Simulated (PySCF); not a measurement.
[Pb(OH)3]+ relaxed at several levels

Computed with PySCF 2.14.0, def2-SVP on the ligands, density fitting, scalar-relativistic core potentials, no spin-orbit coupling, vacuum. Each row is relaxed at its own level from the same template. Distances are means of the shortest metal–ligand contacts, charges and spins Mulliken's; removal energies are rigid, with the ligand's formal charge and no counterpoise, so too large; for an anion taken off a cation in vacuum most of it is the attraction of opposite charges, and multiply charged cations can part far more cheaply with an electron moved from ligand to metal.

```csv
level,basis on the metal,point group,M–OH (Å),charge on M (e),HOMO–LUMO gap (eV),removal of one OH (eV),"strongest infrared band, degenerate modes summed (cm⁻¹)",unstable modes (below −25 cm⁻¹)
PBE0,def2-SVP with ECP60,C3h,2.032,1.30,5.01,19.22,3753,0
```

Question: What does the calculation give for r2SCAN, def2-SVP with ECP60?

Answer: point group: C3h, M–OH (Å): 2.051, charge on M (e): 1.26, HOMO–LUMO gap (eV): 2.68, removal of one OH (eV): 19.22, unstable modes (below −25 cm⁻¹): not given.
```xyz
7

Pb    0.0000    0.0000    0.0635
O     2.0217    0.3477    0.0649
H     2.5113   -0.5017    0.0643
O    -1.3119    1.5771    0.0649
H    -0.8211    2.4257    0.0643
O    -0.7098   -1.9247    0.0649
H    -1.6901   -1.9240    0.0643
```

Moved off a saddle point of the template and relaxed again: PBE0, r2SCAN. One start shape was tried for each, so a minimum needn't be the lowest isomer.
